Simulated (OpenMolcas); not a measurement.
An OpenMolcas run meant for Sm⁴⁺ (ANO-RCC-VTZP, DKH2; inactive shells 1s 2s 2p 3s 3p 3d 4s 4p 4d 5s 5p; intended active space 4 electrons in 7 orbitals (4f)). One step of its input:

```
&RASSCF
FileOrb=start.orb
Symmetry=1
Spin=5
nActEl=4 0 0
Inactive=15 12
Ras2=0 7
CIRoot=35 35 1
SDav=35
CIMx=300
Iter=87 100
PrWF=0.3
OrbListing=Nothing
MaxOrb=0
Atom
Thrs=1.0e-2 5.0e-1 5.0e-1
```

The run finished. Its levels beside those of a sound run (CASSCF), in cm⁻¹ above each run's lowest level:

```json
{"Level": "4f⁴ ⁵I₄", "This run": "0.0", "Usual run": "0.0"}
{"Level": "4f⁴ ⁵I₅", "This run": "2008", "Usual run": "2011"}
{"Level": "4f⁴ ⁵I₆", "This run": "4228", "Usual run": "4234"}
{"Level": "4f⁴ ⁵I₇", "This run": "6566", "Usual run": "6576"}
{"Level": "4f⁴ ⁵I₈", "This run": "8936", "Usual run": "8952"}
{"Level": "4f⁴ ⁵F₁", "This run": "19426", "Usual run": "19457"}
{"Level": "4f⁴ ⁵F₂", "This run": "20116", "Usual run": "20148"}
{"Level": "4f⁴ ⁵F₃", "This run": "21151", "Usual run": "21185"}
{"Level": "4f⁴ ⁵S₂", "This run": "22186", "Usual run": "22222"}
```

Which setting is unsound, and how much does it matter here?

The convergence thresholds are far too loose, so the orbitals stop early. Against the sound run the excited levels shown move by 21 cm-1 on average and by 35 cm-1 at most.

High states are left out of the spin-orbit mixing, which shifts the levels that they would mix with. Without dynamic correlation excited terms often stand tens of per cent too high (terms of higher spin than the ground term too low), and those without a measured partner can miss by more than the paired ones. Levels of configurations outside the active space are missing.
